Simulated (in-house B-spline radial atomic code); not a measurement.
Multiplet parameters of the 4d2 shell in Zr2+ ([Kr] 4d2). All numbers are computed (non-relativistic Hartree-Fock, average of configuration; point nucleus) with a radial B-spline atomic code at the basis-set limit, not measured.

Slater integrals: F^2 = 50574 cm⁻¹, F^4 = 32877 cm⁻¹. Central-field spin-orbit parameter ζ(4d) = 458.6 cm⁻¹ (bare central field on non-relativistic orbitals, without two-electron terms: too large for light atoms, too small for heavy ones).

Problem. What are Racah's B and C?

Solution. B = F^2/49 - 5F^4/441 = 659 cm⁻¹, C = 35F^4/441 = 2609 cm⁻¹, C/B = 3.96.

Problem. Where do the terms lie in LS coupling, without spin-orbit interaction?

Solution. In cm⁻¹ above the Hund's-rule term:
| term | expression | energy |
| --- | --- | --- |
| 3F | 0B + 0C | 0 |
| 1D | 5B + 2C | 8515 |
| 3P | 15B + 0C | 9891 |
| 1G | 12B + 2C | 13131 |
| 1S | 22B + 7C | 32771 |

Problem. Is LS coupling a fair picture here?

Solution. Unscaled Hartree-Fock integrals overestimate measured term splittings, because correlation screens the repulsion; fits to spectra scale them down, most for low charges. Here ζ is 0.70 times B, so the coupling is intermediate: spin-orbit interaction mixes the terms, and LS labels name only the largest part.
